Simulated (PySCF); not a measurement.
NMR data sheet: C₅H₁₄AlN

```
Formula                               : C5H14AlN
SMILES                                : C=[CH][Al@H-]([NH3+])[CH](C)C
Point group of the computed structure : C1
Carbon signals                        : 5
Proton signals                        : 8
```

Molfile (atoms numbered from 1):
```
C5H14AlN
     RDKit          3D

 21 20  0  0  0  0  0  0  0  0999 V2000
    2.1360   -1.9525    0.6210 C   0  0  0  0  0  0  0  0  0  0  0  0
    2.3071   -0.6514    0.3359 C   0  0  0  0  0  0  0  0  0  0  0  0
    0.9297    0.4617   -0.5488 Al  0  0  2  0  0  4  0  0  0  0  0  0
    0.5640    1.8432    0.9574 N   0  0  0  0  0  0  0  0  0  0  0  0
   -0.8842   -0.3575   -0.7339 C   0  0  0  0  0  0  0  0  0  0  0  0
   -1.8356    0.4997   -1.5683 C   0  0  0  0  0  0  0  0  0  0  0  0
   -1.5156   -0.7233    0.6106 C   0  0  0  0  0  0  0  0  0  0  0  0
    1.1967   -2.4751    0.3946 H   0  0  0  0  0  0  0  0  0  0  0  0
    2.9133   -2.5774    1.0831 H   0  0  0  0  0  0  0  0  0  0  0  0
    3.3010   -0.2479    0.5944 H   0  0  0  0  0  0  0  0  0  0  0  0
    1.4199    1.4824   -1.6963 H   0  0  0  0  0  0  0  0  0  0  0  0
   -0.1766    2.4980    0.7012 H   0  0  0  0  0  0  0  0  0  0  0  0
    1.3947    2.3935    1.1791 H   0  0  0  0  0  0  0  0  0  0  0  0
    0.2723    1.3660    1.8119 H   0  0  0  0  0  0  0  0  0  0  0  0
   -0.7202   -1.3048   -1.2856 H   0  0  0  0  0  0  0  0  0  0  0  0
   -2.8249    0.0229   -1.7037 H   0  0  0  0  0  0  0  0  0  0  0  0
   -1.4314    0.7126   -2.5707 H   0  0  0  0  0  0  0  0  0  0  0  0
   -2.0296    1.4802   -1.0933 H   0  0  0  0  0  0  0  0  0  0  0  0
   -1.7512    0.1758    1.2122 H   0  0  0  0  0  0  0  0  0  0  0  0
   -0.8607   -1.3613    1.2270 H   0  0  0  0  0  0  0  0  0  0  0  0
   -2.4763   -1.2595    0.4933 H   0  0  0  0  0  0  0  0  0  0  0  0
  1  2  2  0
  2  3  1  0
  3  4  1  0
  3  5  1  0
  5  6  1  0
  5  7  1  0
  1  8  1  0
  1  9  1  0
  2 10  1  0
  3 11  1  6
  4 12  1  0
  4 13  1  0
  4 14  1  0
  5 15  1  0
  6 16  1  0
  6 17  1  0
  6 18  1  0
  7 19  1  0
  7 20  1  0
  7 21  1  0
M  CHG  2   3  -1   4   1
M  END
```

Computational details: PBE/pcSseg-1 with gauge-including orbitals, PBE0-D3(BJ)/def2-SVP structure, in PySCF 2.14.0 with density-fitted response routines (equivalent nuclei averaged, gas phase, non-relativistic, a single conformation).

References, each an isolated molecule treated in the same way: ¹H (σ = 31.20 ppm) and ¹³C (σ = 180.03 ppm) vs TMS; ¹⁵N (σ = 265.06 ppm) vs NH3; AlH4- for ²⁷Al (σ = 482.86 ppm).

| carbon | δC, type | δH (multiplicity) | HMBC from (2–3 bonds) | span of the C tensor (ppm) |
| --- | --- | --- | --- | --- |
| C1 | 143.7, CH2 | H8 6.19 (m); H9 6.57 (m) | H10, H11 | 238 |
| C2 | 154.2, CH | 6.55 (m) | H9, H8, H11, H15 | 275 |
| C5 | 8.5, CH | 0.40 (m) | H10, H11, H16/H17/H18, H19/H20/H21 | 24 |
| C6 | 23.9, CH3 | 1.12 (d) | H11, H19/H20/H21, H15 | 39 |
| C7 | 23.2, CH3 | 1.06 (d) | H11, H16/H17/H18, H15 | 37 |

Other nuclei:
```
      atoms  nucleus                                     environment  δ (ppm)  σ (ppm)
        H11       ¹H       hydrogen on an aluminium bonded to 2 C, N     4.22    26.98
H12/H13/H14       ¹H  hydrogen on a donor nitrogen of a Lewis adduct     1.53    29.67
         N4      ¹⁵N                donor nitrogen of a Lewis adduct     29.9    235.2
        Al3     ²⁷Al                   aluminium bonded to 2 C, N, H     80.3    402.5
```

1. δC 154.2: alkene CH; the olefinic region.
2. δC 143.7: terminal =CH2 carbon; as expected for a trigonal carbon in a double bond.
3. δC 23.9, 23.2: methyl carbon; aliphatic region, no heteroatom directly attached.
4. δH 6.57, 6.19: hydrogen on a terminal =CH2 carbon; a vinylic proton, deshielded by the sp2 carbon and the C=C anisotropy.
5. δH 6.55: hydrogen on an alkene CH; olefinic region.

Exchangeable OH/NH protons stand at their gas-phase positions; hydrogen bonding in a real sample shifts them, mostly to higher δ. Hydrides on Al or Ga are broadened by the quadrupolar metal nucleus. Shifts are as computed. Against solution values, carbons near 30 ppm lie about +2 ppm off and those near 130 ppm about +2 ppm. Of 1309 compounds with measured shifts, 239 miss one by over three times the rms of a fit or turn the order of signals round; such compounds aren't used in these exercises. Experimental scales use liquid or dissolved standards, which lie at an offset from isolated NH3 (liquid NH3: subtract about 20 ppm). Multiplicities follow the n + 1 count of equivalent neighbours, as no J values were calculated; m marks all less simple cases, F and P coupling included.
